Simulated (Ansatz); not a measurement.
Consider the ligand exchange at the Al–C bond: `C[CH]([AlH2])CO` + `[SiH3][SeH]` → `[AlH2][Se][SiH3]` + `CCCO`.

Gas-phase electronic energies from Ansatz, PBE0-D4/def2-TZVP geometries. CBS: MP2 limit from def2 TZ/QZ plus the TZ coupled-cluster correction, frozen cores. Functionals use def2-TZVPP. B3LYP here is the variant with VWN-RPA as its local correlation; programs differ in this. For Se outer-core shells are correlated without core-valence functions, which leaves a few kJ/mol of doubt a bond. Scalar relativity is left out up to krypton. Each species was taken in one conformer, which may not be the lowest.

```json
{"level": "PBE-D4", "ΔE (kJ/mol)": "-150.8", "difference from CCSD(T)/CBS": "5.7"}
{"level": "r2SCAN-D4", "ΔE (kJ/mol)": "-156.9", "difference from CCSD(T)/CBS": "-0.4"}
{"level": "B3LYP-D4", "ΔE (kJ/mol)": "-151.7", "difference from CCSD(T)/CBS": "4.8"}
{"level": "ωB97X-V", "ΔE (kJ/mol)": "-151.9", "difference from CCSD(T)/CBS": "4.6"}
{"level": "ωB97M-V", "ΔE (kJ/mol)": "-151.3", "difference from CCSD(T)/CBS": "5.2"}
{"level": "r2SCAN", "ΔE (kJ/mol)": "-157.4", "difference from CCSD(T)/CBS": "-0.9"}
{"level": "HF/def2-TZVPP", "ΔE (kJ/mol)": "-168.2", "difference from CCSD(T)/CBS": "-11.7"}
{"level": "MP2/def2-TZVPP", "ΔE (kJ/mol)": "-157.8", "difference from CCSD(T)/CBS": "-1.3"}
{"level": "SCS-MP2/def2-TZVPP", "ΔE (kJ/mol)": "-156.3", "difference from CCSD(T)/CBS": "0.2"}
{"level": "CCSD/def2-TZVPP", "ΔE (kJ/mol)": "-155.3", "difference from CCSD(T)/CBS": "1.2"}
{"level": "CCSD(T)/def2-TZVPP", "ΔE (kJ/mol)": "-154.3", "difference from CCSD(T)/CBS": "2.2"}
{"level": "HF/def2-QZVPP", "ΔE (kJ/mol)": "-167.2", "difference from CCSD(T)/CBS": "-10.7"}
{"level": "MP2/def2-QZVPP", "ΔE (kJ/mol)": "-158.7", "difference from CCSD(T)/CBS": "-2.2"}
{"level": "SCS-MP2/def2-QZVPP", "ΔE (kJ/mol)": "-157.2", "difference from CCSD(T)/CBS": "-0.7"}
{"level": "HF/CBS(def2)", "ΔE (kJ/mol)": "-167.0", "difference from CCSD(T)/CBS": "-10.5"}
{"level": "MP2/CBS(def2)", "ΔE (kJ/mol)": "-160.0", "difference from CCSD(T)/CBS": "-3.5"}
{"level": "CCSD(T)/CBS", "ΔE (kJ/mol)": "-156.5", "difference from CCSD(T)/CBS": "0"}
```

Largest T1 diagnostic among the species: 0.010.

From PBE to PBE0 (25 % exact exchange), in def2-TZVPP and without D4, ΔE moves by −5.4 kJ/mol. In def2-TZVPP, CCSD(T) changes the Hartree–Fock value by +13.8 kJ/mol (the triples alone add +0.9 kJ/mol) and MP2 by +10.3 kJ/mol.
